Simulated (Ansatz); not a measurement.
C₃H₆OZn, SMILES `[ZnH][CH2]C1CO1`, charge 0, multiplicity 1.

(1) Give a relaxed structure at PBE0-D4/def2-TZVP (Ansatz 0.2.0). (Estimate.)

Results:

(1) Ansatz gave: 
Cartesian coordinates in Å:
```
Zn -0.383 -1.881 0.404
C 0.987 -0.621 -0.258
C 0.190 0.594 -0.600
C -0.561 1.319 0.419
O -1.247 0.439 -0.462
H -1.388 -2.928 0.928
H 1.769 -0.402 0.473
H 1.478 -1.034 -1.143
H 0.444 1.152 -1.500
H -0.498 0.990 1.454
H -0.793 2.372 0.285
```
This is one stationary point; other conformers may exist.
